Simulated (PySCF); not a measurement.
SMILES CCc1ccc(N)cc1 at its GFN2-xTB optimised geometry (Å):

```
20

C      1.7606    -2.8825     1.4906
C      1.4956    -2.4614     0.0437
C      0.7239    -1.1728     0.0000
C     -0.6651    -1.1728     0.0000
C     -1.3795     0.0082     0.0000
C     -0.7180     1.2355     0.0057
N     -1.4287     2.4206     0.0815
C      0.6761     1.2391     0.0058
C      1.3797     0.0515     0.0056
H      0.8210    -3.0167     2.0221
H      2.3154    -3.8178     1.5227
H      2.3371    -2.1177     2.0064
H      2.4492    -2.3400    -0.4752
H      0.9313    -3.2482    -0.4617
H     -1.1972    -2.1139    -0.0066
H     -2.4605    -0.0100    -0.0038
H     -2.3885     2.3775    -0.2218
H     -0.9385     3.2482    -0.2182
H      1.2031     2.1832     0.0067
H      2.4605     0.0762     0.0030
```

Level of theory: PySCF 2.14.0 with PBE0/def2-SVP. Cells within 0.4 Å of a nucleus heavier than hydrogen are left out (blank, or x).

Map of the log10 of the electron density (e/bohr³), floored at −4 on the plane z = 0.0 Å:

```
|000000000000000000000000000|
|000000000000000000000000000|
|000000000011100000000000000|
|000000002344320000000000000|
|000000124566532111000000000|
|000001356788643333100000000|
|000013578999754555310000000|
|000014689xx9756786420000000|
|0000146899x9777997531000000|
|000013567899989997531000000|
|00000234579xx9xx87543200000|
|000013566899999998765310000|
|0000246889998789x9886420000|
|000025799xx97679xx997520000|
|000024688999878999876420000|
|00001356679x999x98654310000|
|00000134578xx9xx97654210000|
|000000135799988998765310000|
|000000035799767899886420000|
|0000000246776578xx986420000|
|000000013455457898875310000|
|000000001233346887654210000|
|000000000011245665432100000|
|000000000000123443321000000|
|000000000000001222110000000|
|000000000000000000000000000|
|000000000000000000000000000|
```
Scale: ten equal steps from -4.00 (start of '0') to -0.386 (end of '9'), in the order '0123456789'; x runs from -5.50 to 5.50, y from -5.50 (bottom) to 5.50 (top).
